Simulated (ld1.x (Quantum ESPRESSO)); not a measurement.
# Pseudopotential generation for caesium: TM, PBE, fully relativistic.

- Element: caesium
- Generator: ld1.x (Quantum ESPRESSO) 7.5
- Type: norm-conserving Troullier–Martins (Kleinman–Bylander form)
- Functional: PBE
- Relativity: fully relativistic
- Frozen core: [Kr] 4d10
- Valence charge: 9
- Reference configuration: 5s2 5p6 5d0.5 6s0.5 6p0
- Partial waves: 5p (bound): rc 2.55 bohr; 5d (bound): rc 4.20 bohr; 5s (bound): rc 2.30 bohr
- Local potential: the s channel
- Core correction: a·sin(br)/r model core, default radius (core density twice the valence density)

Open shells are filled in proportion to 2j + 1 (rel_dist='average').

Occupied shells without a wave of their own: 6s. They enter only through the test configuration that unscreens the potential, and ld1.x also counts them in the model core charge.

Does this generation succeed?

No. ld1.x (Quantum ESPRESSO) 7.5 stopped with "the pseudo-atom did not reach self-consistency". Before that it printed "Warning: n=2, l=0 expected 1 nodes, found 0".
